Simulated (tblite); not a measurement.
A tight-binding relaxation on `COC1[SiH2][C](F)[SiH2]1` [radical].

Computed with GFN2-xTB geometry optimisation, gas phase (tblite 0.8.0). Start geometry: from a force field or distance geometry. The input is one job of a driver script: a line of settings, then coordinates in Å.

Command:
```bash
OMP_NUM_THREADS=1 python probes_run.py task.json out
```

Input:
```
{"job": {"kind": "relax", "xc": "GFN2-xTB", "basis": "xTB"}, "charge": 0, "multiplicity": 2}
C      2.244200    -0.190900    -0.885300
O      1.305200     0.334500    -0.000400
C      0.035400    -0.163100    -0.159500
Si    -1.177400     1.276700    -0.147500
C     -2.347800     0.115000     0.761700
F     -2.991700    -0.648600    -0.208700
Si    -0.815300    -0.733400     1.398200
H      3.228600     0.287900    -0.636800
H      1.976800     0.138000    -1.906500
H      2.313200    -1.299100    -0.802000
H     -0.150500    -0.887500    -0.959300
H     -1.620600     1.727700    -1.446900
H     -0.728700     2.309800     0.813700
H     -0.286100    -0.099700     2.621000
H     -0.989600    -2.159300     1.536200
```

Output:
```
step      E/eV     max force
  0    -614.86792    2.856
  1    -615.08988    1.125
  2    -615.19555    0.863
  3    -615.26796    0.631
  4    -615.32903    0.582
  5    -615.36254    0.417
  6    -615.38392    0.374
  7    -615.40349    0.449
  8    -615.42924    0.489
  9    -615.45642    0.406
... (124 lines left out)
134    -615.95786    0.028
135    -615.95794    0.017
136    -615.95799    0.015
137    -615.95805    0.021
138    -615.95812    0.024
139    -615.95820    0.021
140    -615.95828    0.018
141    -615.95834    0.014
142    -615.95837    0.010
143    -615.95838    0.007
```

«max force» is the largest atomic force in eV/Å.

**Question.** From which step on does the largest force stay under 0.1 eV/Å, and how much energy is left to gain from there?

**Answer.** From step 112 (0.066 eV/Å), 7.5 meV above the end.

In short: energy lowered by 25.1 kcal/mol over 143 steps; largest atomic force 0.007 eV/Å at the end.

**Question.** Where do the atoms end?

**Answer.** 0.862 Å rms from the input after alignment:
```
atom  x, y, z in Å
C1     2.2360    0.2197   -0.7420
O2     1.4008   -0.1762    0.3060
C3     0.0849   -0.5176   -0.1238
Si4   -1.0300    1.0115   -0.5777
C5    -2.0510    0.3556    0.8644
F6    -3.3297    0.6371    1.1938
Si7   -0.9763   -1.1094    1.3814
H8     3.2027    0.4675   -0.3060
H9     1.8324    1.0976   -1.2639
H10    2.3622   -0.5884   -1.4759
H11    0.1675   -1.2620   -0.9284
H12   -1.6271    0.9982   -1.9169
H13   -0.3954    2.3067   -0.3294
H14   -0.3026   -0.9951    2.6712
H15   -1.5787   -2.4371    1.2254
```

Hardware: one thread of an Arm Neoverse V2, shared host with 96 logical CPUs at a one-minute load of 46. Cost: 0.83 s wall.
Labels such as C1 count atoms from 1, the log's own numbers from 0.
